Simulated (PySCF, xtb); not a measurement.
AlCl, SMILES [Cl][Al] (connectivity only; charge and spin as stated), neutral, multiplicity 1.

GFN2-xTB run with xtb 6.7.1 at its own geometry gives an orbital gap of 2.70 eV and a dipole moment of 0.97 D.

Coordinates come from a PBE0-D3(BJ)/def2-TZVPD optimisation.

Task: What does PySCF with PBE0/def2-TZVPD give? (An estimate is asked for; the answer gives what the named calculation found.)

Result: gap 5.34 eV (levels -7.02 and -1.69 eV), dipole 1.59 D.
